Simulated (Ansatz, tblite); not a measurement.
Forces on the cluster W₆⁺ at its PBE-D4/def2-SVP geometry. The state is a doublet with charge 1.

In the def2 sets W takes a core potential; there is no spin–orbit coupling. The xTB rows come from tblite. Another isomer (doublet) lies 1.77 eV lower at PBE0-D4/def2-TZVP; other spin states weren't run for this one.

GFN1-xTB (tblite), largest force 29.84 eV/Å:

```xyz
6
positions Å, forces eV/Å
W     0.421    1.168    0.063    5.316   11.862    0.094
W    -0.337   -0.079    2.177  -26.026    6.424   13.111
W     0.182    0.138   -2.332   22.669   -5.260  -15.458
W    -0.269   -1.207   -0.135   -1.711  -12.764   -1.677
W     1.744   -0.622    1.435   26.278   -7.073   -7.352
W    -1.742    0.602   -1.207  -26.525    6.811   11.283
```

GFN2-xTB (tblite), largest force 12.60 eV/Å:

```
W 4.041 11.912 0.685
W -10.745 2.631 5.584
W 9.472 -2.169 -6.753
W -2.900 -12.196 -1.177
W 11.192 -3.037 -2.874
W -11.060 2.859 4.536
```

PBE-D4/def2-TZVP (Ansatz), largest force 0.45 eV/Å:

```
W -0.150 -0.417 -0.046
W 0.070 -0.012 -0.242
W -0.059 0.001 0.244
W 0.117 0.431 0.068
W -0.203 0.062 -0.124
W 0.225 -0.064 0.099
```
